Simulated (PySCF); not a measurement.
Working out the ionisation energy of Nb²⁺

Nb²⁺ [Kr] 4d3 (4F) → Nb³⁺ [Kr] 4d2 (3F). Calculation: PySCF 2.14, in aug-cc-pVTZ-PP with ECP28MDF; a scalar-relativistic core potential. Frozen: 4s2 4p6. Energies in hartree (1 hartree = 27.21139 eV):

```csv
part,Nb²⁺ (lower),Nb³⁺ (upper)
UHF,-55.449697,-54.559236
MP2 opposite-spin,0.000000,0.000000
MP2 same-spin,-0.014980,-0.003548
```

Task: What does Hartree-Fock give?

Result: (-54.559236) − (-55.449697) = 0.890461 hartree = 24.231 eV.

Task: What do MP2 and SCS-MP2 (6/5 opposite-spin, 1/3 same-spin) give?

Result: The opposite-spin parts differ by 0.000 eV and the same-spin parts by 0.311 eV. MP2: 24.231 + (0.000) + (0.311) = 24.542 eV. SCS-MP2: 24.231 + 1.2 × (0.000) + (0.311)/3 = 24.335 eV.

Reference: 25.04 eV (semi-empirical (NIST evaluation); NIST Atomic Spectra Database, ionization energies), between the lowest levels; spin-orbit coupling is absent from the calculation.

What remains against the reference includes basis incompleteness, the frozen core and correlation beyond second order.
